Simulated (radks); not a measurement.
Question: Rh0.75+, configuration [Ar] 3d10 4s2 4p5.25 4d8 5s1 (fractional occupations, a model configuration). All-electron calculation, scalar-relativistic Kohn-Sham, PBE, spin-unpolarised, spherical densities, point nucleus. Program: a radial shooting solver on a logarithmic mesh with Libxc functionals. Some entries of the table are withheld. Estimate them.

orbital,occ.,eigenvalue (Ry),<r> (bohr)
1s,2,-1694.177,0.03263
2s,2,-246.2837,0.1419
2p,6,-220.8031,0.1237
3s,2,-44.65068,0.3906
3p,6,(1),0.3904
3d,10,(2),(3)
4s,2,-6.77487,0.9759
4p,5.25,-4.40121,1.073
4d,8,(4),(5)
5s,1,-0.74338,2.924

Answer: 
(1) 3p eigenvalue (Ry): -36.27214
(2) 3d eigenvalue (Ry): -22.87488
(3) 3d <r> (bohr): 0.3703
(4) 4d eigenvalue (Ry): -1.06157
(5) 4d <r> (bohr): 1.480
